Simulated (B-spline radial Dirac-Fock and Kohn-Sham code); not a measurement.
# Auger decay of the 3s hole in Rh⁴⁺

System: Rh⁴⁺ in the configuration [Kr] 4d5, inside a Watson sphere of charge -4 and radius 1.8 Å (a model of the Madelung potential; inside it an electron's potential energy is raised by 32.0 eV).

Model: independent-particle radiative and Coulomb Auger rates from relativistic LDA hole-state orbitals, with Dirac-Fock energies. Program: a radial B-spline solver. Kinetic energies are configuration averages from the vacuum level; the two-hole energies are estimated from single-hole states.

```csv
transition,kinetic energy (eV),width (meV),share (%)
M1-M2N3,3.98,1610,18.8
M1-M3N2,24.69,1310,15.3
M1-M3N3,29.54,2080,24.4
M1-M2N4,57.20,362,4.2
M1-M2N5,57.71,482,5.7
M1-M3N4,82.35,369,4.3
M1-M3N5,82.95,565,6.6
M1-M4N1,175.5,401,4.7
M1-M5N1,180.2,592,7.0
M1-M5N3,221.3,153,1.8
```

Coster-Kronig rates are the weakest part of this model and often come out 1.5 to 2.5 times too large. Channels within a few eV of threshold rest on estimated energies and may be closed in reality. The listed channels hold 93 % of the non-radiative rate. Summed by principal shells, of 8.52 eV in all: MMN 97.3 %, MNN 2.7 %.

Values without a named source are computed, but for edge energies of neutral atoms, which are taken from tables.
